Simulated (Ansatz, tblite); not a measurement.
Cost and result up the ladder for Ga(AsH3)H3 (GaAsH6) (8 atoms). The state is a singlet with charge 0. Geometry: B3LYP-D4/def2-TZVP.

```xyz
8

Ga    1.243    0.973    0.141
As   -0.881   -0.686   -0.103
H    -2.262   -0.141   -0.392
H    -1.287   -1.576    1.051
H    -0.898   -1.765   -1.164
H     0.602    1.873    1.263
H     1.221    1.476   -1.351
H     2.262   -0.155    0.555
```

Ansatz on 4 threads of Intel Xeon 6975P-C on a shared host; xTB runs through tblite on one thread. Times are rough, summed over both states, and most runs start from the orbitals of an earlier one. PBE0-D4/def2-TZVP serves as the yardstick here, not as an exact answer. The other state is a triplet.

The xTB rows come from tblite.

Run but left out: PBE-D4/def2-TZVP (triplet: an occupied level 0.04 eV above an empty one).

xTB has no spin-polarisation term.

| level | functions | wall time |
| --- | --- | --- |
| GFN2-xTB | 24 | 0.008 s |
| GFN1-xTB | 30 | 0.011 s |
| PBE0-D4/def2-TZVP | 132 | 4.3 s |
| r2SCAN-D4/def2-TZVP (with forces) | 132 | 6.8 s |

(1) Estimate what each level gives for the vertical triplet (eV).

Results:

(1) 
```json
{"level": "GFN2-xTB", "vertical triplet (eV)": "6.12", "difference from PBE0-D4/def2-TZVP (eV)": "0.03"}
{"level": "GFN1-xTB", "vertical triplet (eV)": "6.45", "difference from PBE0-D4/def2-TZVP (eV)": "0.36"}
{"level": "PBE0-D4/def2-TZVP", "vertical triplet (eV)": "6.09", "difference from PBE0-D4/def2-TZVP (eV)": "0.00"}
{"level": "r2SCAN-D4/def2-TZVP (with forces)", "vertical triplet (eV)": "5.92", "difference from PBE0-D4/def2-TZVP (eV)": "-0.17"}
```
